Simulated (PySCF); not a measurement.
Predicted microwave data (PBE0/pcSseg-1 in PySCF (dipole) on a GFN2-xTB geometry, gas phase) for one isomer of C7H8O2:

```
Rotational constants : A = 2224, B = 1188, C = 786.0 MHz
Dipole components    : |μa| = 4.63 D, |μb| = 0.65 D, |μc| = 0.64 D
Inertial defect      : -9.74 u·Å²
κ                    : -0.44
```

Question: Which candidate fits, each taken in the one conformer that was computed?
A. `[O:1]=[C:2]1[CH:3]=[CH:4][C@H:5]([CH:6]2[CH2:7][CH2:8]2)[O:9]1` with C4–C5–C6–C7 87°
B. `[CH3:1][C:2]#[C:3]/[CH:4]=[C:5](\[CH:6]=[O:7])[CH2:8][OH:9]` with C4–C5–C6–O7 -178°, C4–C5–C8–O9 131°, C5–C8–O9–H 55°
C. `[CH2:1]=[C:2]([CH3:3])[CH:4]=[C:5]([CH:6]=[O:7])[CH:8]=[O:9]` with C1–C2–C4–C5 172°, C4–C5–C6–O7 11°, C4–C5–C8–O9 152°

Answer: C. It is C=C(C)C=C(C=O)C=O, an asymmetric top, point group C1. The candidates at the same level (rigid rotor, commonest isotopes):

```
               SMILES  A (MHz)  B (MHz)  C (MHz)  μa (D)  μb (D)  μc (D)  Δ (u·Å²)  point group                        rotor
     CC#C/C=C(\C=O)CO     3828    730.8    633.4    4.72    1.02    0.91    -25.73           C1  near-prolate asymmetric top
    C=C(C)C=C(C=O)C=O     2224     1188    786.0    4.63    0.65    0.64     -9.74           C1               asymmetric top
O=C1C=C[C@H](C2CC2)O1     4368     1058    903.3    3.96    3.36    0.27    -33.83           C1  near-prolate asymmetric top
```

`O=C1C=C[C@H](C2CC2)O1` has A 96 % too high; `CC#C/C=C(\C=O)CO` has A 72 % too high. No structure here is proved a minimum.
